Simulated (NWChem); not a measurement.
System: Cd

The following NWChem deck was run.

```
start job
memory heap 200 mb stack 900 mb global 1100 mb
geometry units angstroms noautosym nocenter noautoz
  Cd     0.000000     0.000000     0.000000
end
basis spherical bse
  * library x2c-tzvpall-s
end
relativistic
  zora on
  zora:cutoff 1d-30
end
dft
  xc pbe0
  grid fine
  iterations 150
end
property
  shielding
end
task dft property
```

GIAO values for the isolated, static molecule; σ is the absolute isotropic shielding. Spin-orbit effects, on the heavy nuclei and on their neighbours, are missing.

Atoms are numbered as in the input.

### Question
Predict the main results of this run. (PBE0/x2c-TZVPall-s, scalar ZORA without spin-orbit coupling, GIAO.) Quantities: σ Cd1 (ppm).

### Answer
```
Quantity     Result
-----------  ------
σ Cd1 (ppm)  4820.5
```
